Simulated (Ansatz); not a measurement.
Two structures of C₂H₈Ge, singlet, reached by relaxing down either side of one saddle point (PBE0-D4/def2-TZVP). Energies are electronic, without zero-point energy. Computed with Ansatz 0.2.0 (basis: def2-TZVPP and def2-QZVPP); correlated methods freeze the cores. Filled d shells of the heavier atoms are correlated. The def2 sets are not built for correlating such inner shells, so the correlated values are less sure here. Extrapolation: Hartree–Fock as exp(−7.88 √X), correlation as X^−2.97. First:

```tsv
atom	x (Å)	y (Å)	z (Å)
Ge1	-1.1986	1.0059	0.9969
C2	0.6245	0.6364	0.2479
C3	0.7897	-0.3782	-0.8707
H4	-1.4513	-1.0871	0.8585
H5	-1.9904	0.6333	-0.3388
H6	-1.4805	-0.9185	1.6164
H7	0.9222	1.6371	-0.1026
H8	1.2962	0.4212	1.0852
H9	0.5534	-1.3899	-0.5279
H10	0.1208	-0.1579	-1.7059
H11	1.8138	-0.4023	-1.2588
```

Second:

```
11
angstrom
Ge -1.8748 1.0520 1.2543
C 0.6675 0.2043 0.3316
C 0.9089 -0.5570 -0.9578
H -0.1754 -0.2701 0.8747
H -2.1764 0.8875 -0.3025
H -2.2518 -0.4795 1.5107
H 0.4755 1.2630 0.1387
H 1.5107 0.1542 1.0235
H 1.1026 -1.6137 -0.7634
H 0.0425 -0.4907 -1.6180
H 1.7706 -0.1501 -1.4917
```

Which bonds change from the first to the second?

C₂H₆Ge ([CH3][CH2][GeH]) + H₂ → C₂H₆ (CC) + GeH₂; bonds formed: Ge1–H6, C2–H4; bonds broken: Ge1–C2, H4–H6.

Give the saddle point's structure and its height above each. (An estimate is asked for; the value comes from the calculation.)

The calculation gives: 0.829 eV above the first and 1.206 eV above the second (CCSD(T) at an estimated basis limit (MP2 extrapolated from triple and quadruple zeta, plus CCSD(T) − MP2 in triple zeta)).
```
11
angstrom
Ge -1.4807 0.9708 1.1403
C 0.5303 0.4448 0.3174
C 0.7552 -0.4917 -0.8613
H -0.5995 -0.4442 0.8117
H -2.0825 0.7545 -0.3185
H -1.4787 -0.7550 1.2736
H 0.7058 1.4750 0.0014
H 1.2141 0.2484 1.1462
H 0.6217 -1.5416 -0.5830
H 0.0471 -0.2760 -1.6641
H 1.7671 -0.3850 -1.2636
```

The search had been set up for a 1,1-elimination (forming C2–H4, breaking Ge1–C2, Ge1–H4); from that guess it ended on this step instead.

No T1 diagnostic of these runs exceeds 0.012.

Labels in which every atom is bracketed show which atoms are joined, not bond orders.

For scale, one of the runs: CCSD(T)/def2-TZVPP, 222 basis functions (an equivalent command: `ansatz run in.yaml --threads 4`). Hardware: 4 CPU threads, shared host. Wall time 91 s; peak host memory 3.5 GiB.
